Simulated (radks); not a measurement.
Question: The mean radii <r> (bohr) of the occupied orbitals of an atom or ion are listed with their occupations. Calculated with a radial shooting solver on a logarithmic mesh with Libxc functionals: non-relativistic Kohn-Sham, PW91, spin-unpolarised, spherical densities, point nucleus.

orbital  occ.      <r>
1s          2  0.02814
2s          2   0.1210
2p          6   0.1030
3s          2   0.3204
3p          6   0.3106
3d         10   0.2812
4s          2   0.7457
4p          6   0.7760
4d         10   0.8644
5s          2    1.769
5p          2    1.959

Name the element and its charge.

Answer: Z = 54, xenon, charge +4: Xe4+ in [Kr] 4d10 5s2 5p2. The 1s radius gives Z: for a bare nucleus <r> = 1.5/Z, 0.02778 bohr for Z = 54, and screening makes it slightly larger (0.02814 here). The occupations add up to 50, and the charge is Z minus that.
